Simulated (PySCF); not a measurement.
A structure optimised at B3LYP-D3(BJ)/def2-TZVPD, used in a PySCF frequency run:

```
Ca
F 1 1.8857
```
Charge +1, spin multiplicity 1.

Question: Write its SMILES, formula and point group.

Answer: [F][Ca+], CaF, C∞v

Question: What are its rotational constants (standard atomic weights)?

Answer: 11.027 GHz (linear rotor, B only)
